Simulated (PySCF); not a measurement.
# Sn⁺ (tin, charge +1) across methods

[Kr] 4d10 5s1 5p2, high-spin 4P determinant (an excited configuration). Computed with PySCF 2.14 in x2c-TZVPPall, with the spin-free X2C one-electron Hamiltonian (Gaussian nucleus).

```tsv
method	E (hartree)	mean ε 4d β (eV)	mean ε 5s α (eV)	mean ε 5p α (eV)	Σ⟨r²⟩ (bohr²)	⟨S²⟩
PBEsol	-6172.69	-34.761	-19.570	-11.725	47.53	3.752
wB97X-V	-6175.68	-40.102	-23.554	-14.827	47.75	3.751
PBE	-6175.54	-34.814	-19.503	-11.716	47.68	3.751
MN15	-6180.05	-38.166	-21.728	-13.358	47.14	3.752
r2SCAN	-6176.00	-35.476	-20.043	-12.045	47.49	3.753
M06	-6176.06	-37.801	-20.572	-12.452	47.80	3.751
UHF	-6173.34000	-44.551	-24.849	-15.437	48.23	3.753
LDA	-6169.95	-34.993	-19.755	-11.813	47.63	3.751
```

Estimate the same row for PBE0.

E (hartree) = -6175.64; mean ε 4d β (eV) = -37.528; mean ε 5s α (eV) = -21.016; mean ε 5p α (eV) = -12.769; Σ⟨r²⟩ (bohr²) = 47.60; ⟨S²⟩ = 3.752.
